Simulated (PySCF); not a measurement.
NMR data simulated for an unnamed compound:

1H NMR (500 MHz, computed): δ 5.62 (d, 1H), 2.46 (m, 1H), 1.22 (m, 1H), 1.14 (m, 1H), 1.09 (m, 1H), 1.04 (br s, 2H), 0.86 (br s, 2H).

13C{1H} NMR (computed): δ 132.6 (C), 7.9 (CH2), -8.7 (CH).

[PySCF: GFN2-xTB geometry; σ from GIAO-PBE0/pcSseg-1; equivalent nuclei averaged; no solvent; no relativistic terms; single conformer]

Referencing at the same level of theory: TMS for 1H and 13C.

Which of these does the molecule contain: an NH or NH2 group, a nitrile, an amide, an S-methyl group, a Si–H bond, a methoxy group?

Answers


- An NH or NH2 group: yes (δH 0.86 (br s)).
- A nitrile: yes (δC 132.6).
- An amide: no.
- An S-methyl group: no.
- A Si–H bond: yes (δH 2.46 (m)).
- A methoxy group: no.

The data belong to SMILES N#C[C@@H]1C[Si@@H]1[SiH](N)N, C3H9N3Si2; they needn't prove each group on their own.

Carbon signals by region: 1 in the sp2 and nitrile region (100–160 ppm), 2 below 50 ppm.

OH/NH shifts are gas-phase values; hydrogen bonding in solution moves them, usually downfield. Shifts are as computed. Against solution values, carbons near 30 ppm lie about +3 ppm off and those near 130 ppm about +5 ppm. Of 1211 compounds with measured shifts, 218 miss one by over three times the rms of a fit or turn the order of signals round; such compounds aren't used in these exercises. No couplings were computed; multiplicities are counted from neighbouring protons, with m where these are inequivalent, close in shift, in a saturated or five-membered ring or joined by F or P, and br s for small geminal =CH2 splittings.
